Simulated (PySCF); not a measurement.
BHN, charge -1, multiplicity 1. Atoms are numbered in the order given.

```xyz
3

B      0.0000     0.0000     0.5882
N      0.0000     0.0000    -0.6734
H      0.0000     0.0000     1.7726
```
Charge -1, spin multiplicity 1.

Coordinates come from a B3LYP-D3(BJ)/def2-TZVPD optimisation. The spin state was assumed, not searched. The isomer is the one that the SMILES or the coordinates give; other isomers of the formula were not compared.

Level of theory: PySCF with r2SCAN/def2-TZVPD.

 A positive occupied level means that this level leaves the electron formally unbound; only the finite basis holds it.

| Property | Value |
|---|---|
| total energy | -80.17254 hartree |
| point group | C∞v |
| highest occupied level | 0.36 eV |
| lowest empty level | 4.41 eV |
| orbital gap | 4.05 eV |
| dipole moment about the centre of nuclear charge | 2.37 D |
| mean static polarisability | 41.8 bohr³ (6.20 Å³) |
| polarisability, principal values | 38.8, 38.8, 48.0 bohr³ |
